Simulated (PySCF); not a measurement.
**Electron correlation in Mn⁺ (manganese, charge +1)**

[Ar] 3d5 4s1, high-spin 7S determinant. Computed with PySCF 2.14 in cc-pVDZ (6s5p3d1f, 43 functions), with no relativity, point nucleus. Frozen: [Ar]; 6 electrons correlated.

MP2 pair energies summed by pair of shells (mhartree):

| pair | energy | share (%) |
| --- | --- | --- |
| 3d-3d | -55.85 | 83.4 |
| 3d-4s | -11.14 | 16.6 |

Total MP2 correlation energy: -66.99 mhartree.

Same-spin part -66.99 and opposite-spin part 0.00 mhartree; SCS-MP2 scales them by 1/3 and 6/5 to -22.33 mhartree.
